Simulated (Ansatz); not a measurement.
Ansatz (a quantum-chemistry and plane-wave program) input for Cd(SH)(SMe) (CH4CdS2), SMILES C[S][Cd][SH], PBE0/def2-SVPD. Geometry: PBE-D3(BJ)/def2-SVP. The structure was generated by enumeration; whether it is a known compound was not checked. The def2 effective core potentials stand for the cores of Cd; spin–orbit coupling is left out. The values are those of a single conformer.

Ansatz 0.2 input:
```yaml
crystal:
  periodic: [false, false, false]
  atoms:
    - {symbol: Cd, position_ang: [-0.14653073, 0.17200895, 0.21814682]}
    - {symbol: S, position_ang: [-2.21389589, 0.50924703, 1.31227626]}
    - {symbol: H, position_ang: [-2.64920704, 1.37359732, 0.35049715]}
    - {symbol: S, position_ang: [1.93218110, -0.15681201, -0.84865166]}
    - {symbol: C, position_ang: [1.58889663, -1.59762348, -1.94686974]}
    - {symbol: H, position_ang: [1.31112088, -2.50456026, -1.37682201]}
    - {symbol: H, position_ang: [2.53690601, -1.80236768, -2.48160039]}
    - {symbol: H, position_ang: [0.80871189, -1.37631853, -2.69989693]}
basis:
  gaussian:
    orbitals: def2-SVPD
hamiltonian:
  xc: {name: PBE0}
```

Program output:

```
WARN ansatz: RAYON_NUM_THREADS=1 ignored (pool sized by the plan → 1); use --threads N
Functional definition: PBE0
integrals: 0.08 GiB planned
1322 factors; their error is unknown
mean field: 0.67 GiB planned
mean field evaluation 1: about -27317.3298 eV, gradient 4.2e1 eV
mean field evaluation 2: about -27313.2083 eV, gradient 5.6e1 eV
mean field evaluation 4: about -27322.0702 eV, gradient 1.6e0 eV
mean field evaluation 8: about -27322.3581 eV, gradient 7.7e-2 eV
mean field -27322.35811006 eV, -1004.0781407852 hartree, gradient 7.9e-5 eV, S^2 0.000000; 0 other end points of the search recorded, 0 dependent functions left out
reference -27322.35815353 eV, -1004.0781423827 hartree; 31, 31 occupied and 109, 109 virtual orbitals, 1322 factors
Total energy: -27322.35815353 eV, -1004.0781423827 hartree
```

Self-consistency was reached.

Cost: very roughly 3.0 core-seconds.
